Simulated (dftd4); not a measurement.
C₇H₁₄O, singlet, geometry from GFN2-xTB; D4 for tpssh run with dftd4.

dftd4 was given this input:
```
$ dftd4 mol.xyz --func tpssh --charge 0 --json dftd4.json --noedisp --property

# file mol.xyz
22

C      3.97086460    -0.38071733    -0.43965129
C      2.60678230    -0.73740701     0.13800005
C      1.51015820     0.18598323    -0.38789984
C      0.14292892    -0.16761451     0.19137214
C     -0.95542303     0.76297606    -0.34072007
C     -2.27816203     0.38881441     0.29276335
C     -3.08467162    -0.62223570    -0.48162065
O     -2.64417230     0.85016418     1.34346612
H      4.73678337    -1.04837659    -0.05241722
H      4.24080338     0.63987028    -0.17754820
H      3.95991087    -0.46341942    -1.52437289
H      2.36306419    -1.77102126    -0.11868707
H      2.64405549    -0.66759915     1.22727202
H      1.75588637     1.21879545    -0.13142390
H      1.47172621     0.11557131    -1.47781424
H      0.17539792    -0.08964627     1.27994919
H     -0.09932221    -1.20283662    -0.06123165
H     -0.70920627     1.79023512    -0.06729539
H     -1.01354712     0.68093630    -1.42658298
H     -2.45330367    -1.44896073    -0.79721444
H     -3.91058125    -0.99166093     0.12015127
H     -3.48315294    -0.14199562    -1.37397565
```

The log (banner, timings and long lists left out):

```
                    ____  _____ _____     ____  _  _
      -------------|  _ \|  ___|_   _|---|  _ \| || |------------
     |             | | | | |_    | | ___ | | | | || |_           |
     |             | |_| |  _|   | ||___|| |_| |__   _|          |
     |             |____/|_|     |_|     |____/   |_|            |
     |             ===================================           |
     |            E. Caldeweyher, S. Ehlert & S. Grimme          |
     |          Mulliken Center for Theoretical Chemistry        |
     |                    University of Bonn                     |
      -----------------------------------------------------------

Rational (Becke-Johnson) damping: tpssh-D4-ATM
---------------------
  s6         1.0000
  s8         1.8590
  s9         1.0000
  a1         0.4429
  a2         4.6023
 alp        16.0000
--------------------

Atomic data, radii in Ångström:
------------------------------------------------------
   Z          R(cov)      r4/r2   hardness         EN
------------------------------------------------------
   6 C        1.0000     1.6431     0.4220     2.5500
   8 O        0.8400     1.3725     0.5869     3.4400
   1 H        0.4267     1.0622     0.4726     2.2000
------------------------------------------------------

Atomic reference systems (in atomic units):
----------------------------------------------------------------------------
   Z        #      CN     q+Z       C6(AA)   #      CN     q+Z       C6(AA)
----------------------------------------------------------------------------
   6 C      1  0.0000  6.0000      49.3833   2  0.9189  5.8288      52.1688
            3  1.9079  5.8579      35.6972   4  2.8312  5.7775      35.8445
            5  3.7487  5.7435      28.6317   6  2.9183  5.8956      32.2504
            7  0.8556  6.2103      25.6194
   8 O      1  0.0000  8.0000      15.5711   2  0.8042  7.6453      20.8489
            3  1.6112  7.4012      24.8631   4  0.9798  8.0000      14.9880
   1 H      1  0.0000  1.0000       7.6362   2  0.8942  1.0000       3.0374
----------------------------------------------------------------------------

Atomic properties (in atomic units):
----------------------------------------------------------------------------
     #    Z              CN          q      C6(AA)        C8(AA)   alpha(0)
----------------------------------------------------------------------------
     1    6 C        3.7522    -0.2446     28.4885      823.9381     7.7026
     2    6 C        3.8010    -0.1741     26.7304      773.0899     7.4509
     3    6 C        3.8032    -0.1713     26.6626      771.1298     7.4411
     4    6 C        3.8049    -0.1635     26.4815      765.8917     7.4155
     5    6 C        3.8040    -0.1365     25.8736      748.3080     7.3300
     6    6 C        2.8128     0.1088     27.0083      781.1264     8.4875
     7    6 C        3.7535    -0.2030     27.4674      794.4043     7.5630
     8    8 O        0.8569    -0.4147     21.9052      442.0581     6.2801
     9    1 H        0.9248     0.0935      1.8451       22.3043     2.1242
    10    1 H        0.9248     0.0963      1.8194       21.9935     2.1093
    11    1 H        0.9248     0.0950      1.8315       22.1394     2.1163
    12    1 H        0.9242     0.0980      1.8032       21.7971     2.0999
    13    1 H        0.9243     0.1007      1.7787       21.5020     2.0857
    14    1 H        0.9243     0.1008      1.7782       21.4950     2.0853
    15    1 H        0.9242     0.0969      1.8133       21.9195     2.1058
    16    1 H        0.9243     0.1170      1.6376       19.7960     2.0012
    17    1 H        0.9242     0.0990      1.7943       21.6896     2.0947
    18    1 H        0.9244     0.1135      1.6667       20.1471     2.0189
    19    1 H        0.9245     0.0893      1.8854       22.7910     2.1473
    20    1 H        0.9249     0.0887      1.8913       22.8632     2.1506
    21    1 H        0.9249     0.1154      1.6510       19.9576     2.0093
    22    1 H        0.9247     0.0947      1.8345       22.1756     2.1181
----------------------------------------------------------------------------

Molecular properties (in atomic units):
----------------------------------------
 molecular C6                3555.8445
 molecular C8               79010.6826
----------------------------------------

Dispersion energy:      -2.0206837892181E-02 Eh

[Info] JSON dump of results written to 'dftd4.json'
```
